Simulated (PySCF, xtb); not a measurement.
Sn(OH)3(SH) (H4O3SSn), SMILES [OH][Sn]([OH])([OH])[SH]. One conformer was computed; it need not be the lowest.

Harmonic wavenumbers (cm⁻¹) from GFN2-xTB run with xtb at its own minimum, in rising order: 64, 91, 97, 126, 132, 153, 160, 215, 255, 321, 435, 487, 494, 659, 794, 816, 824, 2440, 3622, 3627, 3641.

**Question.** What does PBE0-D3(BJ)/def2-SVP (PySCF) give at its own minimum? (Estimate from the structure and the level; the computed values follow.)

**Answer.** 91, 114, 135, 154, 162, 175, 194, 227, 257, 370, 625, 645, 650, 715, 841, 865, 871, 2707, 3877, 3879, 3888. Paired by order, the mean absolute difference is 95 cm⁻¹ and the zero-point energies are 27.8 and 30.7 kcal/mol.
